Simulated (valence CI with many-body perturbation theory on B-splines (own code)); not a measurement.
# Bi62+: E2, M1 decay

Computed by valence CI with perturbative core correlation (CI+MBPT): three valence electrons over a frozen Dirac-Fock core [Ar], a basis of 9 s, 9 p, 10 d, 8 f, 5 g, 3 h, 1 i functions for each j, with the one-electron correlation potential Σ1, the two-electron term Σ2, the three-electron term Σ3, Breit, model QED; selected CI, second order for the rest (own B-spline code, finite nucleus).

No measured spectrum was set against this ion. As an estimate, large intervals hold to a few tenths of a per cent, small ones and those within an open d or f shell to about a per cent. The list stops below the first excitations out of the core. Only levels of the ground parity were solved; by the run's estimate the other parity begins above the list, which can be wrong where configurations are misplaced.

Lines 1 to 25 of 25 in falling wavelength, among levels below 2184700 cm⁻¹, chosen from the decays that carry over 1 % of a level's rate. Wavelengths and rates use the calculated energies. Electric multipoles are in the length gauge, E1 and E2 with the static RPA response of the core. S is in atomic units (e²a₀⁴ for E2 and M2, e²a₀⁶ for E3), for M1 in squared Bohr magnetons. Weak lines are less certain than strong ones. Lines between different terms over intervals too small for the method are left out, as are lines whose strength nearly cancels. The highest levels of a list are the least certain.

Levels are named by their leading jj configuration (3d3/2^4 stands for four electrons in 3d with j = 3/2), which in mixed levels can hold well under half, so a name can repeat and another be missing. Letters in brackets count levels of one name in rising energy.

| λ vac (nm) | Upper | Lower | Type | A (s⁻¹) | S (a.u.) |
| --- | --- | --- | --- | --- | --- |
| 114.9 | (3d3/2^2 3d5/2) J=9/2 | (3d3/2^2 3d5/2) J=5/2 [a] | E2 | 3.58e-04 | 6.39e-06 |
| 106.1 | (3d3/2^2 3d5/2) J=7/2 | (3d3/2^2 3d5/2) J=5/2 [a] | M1 | 8.63e+03 | 3.06e+00 |
| 41.34 | (3d3/2^2 3d5/2) J=5/2 [b] | (3d3/2^2 3d5/2) J=7/2 | M1 | 1.66e+04 | 2.61e-01 |
| 35.79 | (3d3/2^2 3d5/2) J=5/2 [b] | (3d3/2^2 3d5/2) J=3/2 | M1 | 4.72e+04 | 4.81e-01 |
| 29.75 | (3d3/2^2 3d5/2) J=5/2 [b] | (3d3/2^2 3d5/2) J=5/2 [a] | M1 | 1.95e+04 | 1.14e-01 |
| 12.74 | (3d3/2 3d5/2^2) J=3/2 | (3d3/2^2 3d5/2) J=5/2 [b] | M1 | 8.21e+05 | 2.52e-01 |
| 12.18 | (3d3/2 3d5/2^2) J=5/2 | (3d3/2^2 3d5/2) J=5/2 [b] | M1 | 4.01e+06 | 1.61e+00 |
| 10.74 | (3d3/2 3d5/2^2) J=7/2 | (3d3/2^2 3d5/2) J=7/2 | M1 | 6.33e+06 | 2.32e+00 |
| 10.55 | (3d3/2^2 3d5/2) J=5/2 [a] | (3d3/2^3) J=3/2 | M1 | 1.87e+07 | 4.89e+00 |
| 10.26 | (3d3/2 3d5/2^2) J=9/2 | (3d3/2^2 3d5/2) J=7/2 | M1 | 6.78e+06 | 2.71e+00 |
| 10.18 | (3d3/2 3d5/2^2) J=9/2 | (3d3/2^2 3d5/2) J=9/2 | M1 | 1.21e+07 | 4.74e+00 |
| 9.959 | (3d3/2^2 3d5/2) J=3/2 | (3d3/2^3) J=3/2 | M1 | 1.47e+07 | 2.16e+00 |
| 9.865 | (3d3/2 3d5/2^2) J=3/2 | (3d3/2^2 3d5/2) J=1/2 | M1 | 3.79e+06 | 5.39e-01 |
| 9.754 | (3d3/2 3d5/2^2) J=7/2 | (3d3/2^2 3d5/2) J=5/2 [a] | M1 | 2.54e+07 | 6.99e+00 |
| 9.603 | (3d3/2 3d5/2^2) J=1/2 | (3d3/2^2 3d5/2) J=1/2 | M1 | 2.22e+07 | 1.46e+00 |
| 9.600 | (3d3/2^2 3d5/2) J=7/2 | (3d3/2^3) J=3/2 | E2 | 3.76e+03 | 2.19e-04 |
| 9.481 | (3d3/2^2 3d5/2) J=1/2 | (3d3/2^3) J=3/2 | M1 | 5.43e+06 | 3.43e-01 |
| 9.409 | (3d3/2 3d5/2^2) J=5/2 | (3d3/2^2 3d5/2) J=7/2 | M1 | 1.04e+06 | 1.93e-01 |
| 9.395 | (3d3/2 3d5/2^2) J=3/2 | (3d3/2^2 3d5/2) J=3/2 | M1 | 2.16e+07 | 2.65e+00 |
| 9.374 | (3d3/2 3d5/2^2) J=11/2 | (3d3/2^2 3d5/2) J=9/2 | M1 | 7.15e+06 | 2.62e+00 |
| 9.157 | (3d3/2 3d5/2^2) J=1/2 | (3d3/2^2 3d5/2) J=3/2 | M1 | 1.45e+06 | 8.26e-02 |
| 9.088 | (3d3/2 3d5/2^2) J=5/2 | (3d3/2^2 3d5/2) J=3/2 | M1 | 1.25e+07 | 2.09e+00 |
| 8.920 | (3d3/2 3d5/2^2) J=3/2 | (3d3/2^2 3d5/2) J=5/2 [a] | M1 | 9.45e+06 | 9.94e-01 |
| 8.643 | (3d3/2 3d5/2^2) J=5/2 | (3d3/2^2 3d5/2) J=5/2 [a] | M1 | 2.28e+06 | 3.28e-01 |
| 7.791 | (3d3/2^2 3d5/2) J=5/2 [b] | (3d3/2^3) J=3/2 | M1 | 1.24e+06 | 1.31e-01 |
